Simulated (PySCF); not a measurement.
## YbCl2 relaxed at several levels

Computed with PySCF 2.14.0, PBE0, def2-SVP on the ligands, density fitting, scalar-relativistic core potentials, no spin-orbit coupling, vacuum. Each row is relaxed at its own level from the same template. Distances are means of the shortest metal–ligand contacts, charges and spins Mulliken's; removal energies are rigid, with the ligand's formal charge and no counterpoise, so too large; for an anion taken off a cation in vacuum most of it is the attraction of opposite charges, and multiply charged cations can part far more cheaply with an electron moved from ligand to metal. lcecp potentials hold a fixed number of 4f electrons in the core, out of states, spins and gaps.

```
level      basis on the metal  point group  M–Cl (Å)  charge on M (e)  dipole (D)  HOMO–LUMO gap (eV)  removal of one Cl (eV)  strongest infrared band, degenerate modes summed (cm⁻¹)  unstable modes (below −25 cm⁻¹)
 PBE0  lcecp-0-SVP with ECP60          C2v     2.563             0.82        2.86                   –                    8.34                                                      311                                0
```

What does the calculation give for PBE0, def2-SVP with ECP28?

point group: C2v, M–Cl (Å): 2.484, charge on M (e): 0.89, dipole (D): 5.13, HOMO–LUMO gap (eV): 4.02, removal of one Cl (eV): 8.32, strongest infrared band, degenerate modes summed (cm⁻¹): 314, unstable modes (below −25 cm⁻¹): 0.
```xyz
3

Yb    0.0000    0.0000   -0.1620
Cl    2.3250    0.0000    0.7125
Cl   -2.3250    0.0000    0.7125
```

One start shape was tried for each, so a minimum needn't be the lowest isomer.
